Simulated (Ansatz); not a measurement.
Coupled-cluster run, C3HF5O, SMILES `F[C@@H]1O[C@@]1(F)C(F)(F)F`.

```yaml
crystal:
  periodic: [false, false, false]
  atoms:
    - {symbol: F, position_ang: [-1.929353, 1.598898, -0.129656]}
    - {symbol: C, position_ang: [-1.219427, 0.564165, 0.324319]}
    - {symbol: O, position_ang: [-0.147592, 0.889528, 1.166093]}
    - {symbol: C, position_ang: [0.163335, 0.448729, -0.110414]}
    - {symbol: F, position_ang: [0.667844, 1.362270, -0.942670]}
    - {symbol: C, position_ang: [0.927639, -0.860344, -0.211247]}
    - {symbol: F, position_ang: [0.336951, -1.789773, 0.537753]}
    - {symbol: F, position_ang: [0.952388, -1.286067, -1.470086]}
    - {symbol: F, position_ang: [2.178470, -0.711206, 0.209583]}
    - {symbol: H, position_ang: [-1.847056, -0.267199, 0.629323]}
basis:
  gaussian: {orbitals: def2-SVP}
correlation: {method: ccsd_t}
```

```sh
$ ansatz run in.yaml --threads 4 --pin off --events-out ev --progress --plain --max-ram 11315MiB
```

Log, shortened:

```
Functional definition: HF
1264 factors; integrals over basis functions are off by at most 1.2e-3 eV
mean field evaluation 1: about -18651.1315 eV, gradient 5.6e1 eV
mean field evaluation 2: about -18651.3409 eV, gradient 5.6e1 eV
mean field evaluation 4: about -18657.3222 eV, gradient 4.7e0 eV
mean field evaluation 8: about -18657.4015 eV, gradient 1.5e-1 eV
mean field -18657.40162395 eV, -685.6468632393 hartree, gradient 1.2e-6 eV, S^2 0.000000; 0 other end points of the search recorded, 0 dependent functions left out
9 core orbitals not correlated: weight in the atoms' cores, before any rotation towards them, 1.000 or more for the frozen orbitals, at most 0.000 for the correlated occupied ones
reference -18657.40162395 eV, -685.6468632393 hartree; 27, 27 occupied and 95, 95 virtual orbitals, 1264 factors
second order -40.26695531 eV of doubles, -0.00000000 eV of singles
cycle   1  -39.89165553 eV  change    3.8e-1 eV  update   1.4e-1
cycle   2  -40.74046064 eV  change   -8.5e-1 eV  update   3.9e-2
cycle   3  -40.95476358 eV  change   -2.1e-1 eV  update   1.9e-2
cycle   4  -40.94134625 eV  change    1.3e-2 eV  update   3.8e-3
cycle   5  -40.93854049 eV  change    2.8e-3 eV  update   1.8e-3
cycle   6  -40.93992468 eV  change   -1.4e-3 eV  update   5.6e-4
cycle   7  -40.93961367 eV  change    3.1e-4 eV  update   2.0e-4
cycle   8  -40.93938125 eV  change    2.3e-4 eV  update   6.3e-5
cycle   9  -40.93940544 eV  change   -2.4e-5 eV  update   2.1e-5
perturbative correction -0.96420755 eV, -0.0354339740 hartree
Total energy: -18699.30523695 eV, -687.1867926136 hartree
```

It took 9.5 s on 4 threads of an Intel Xeon 6975P-C on a shared host, with 1.2 GiB of host memory at the peak.

The correlation energy is -41.904 eV, 2.3 % of it from (T); the T1 diagnostic reads 0.0123.
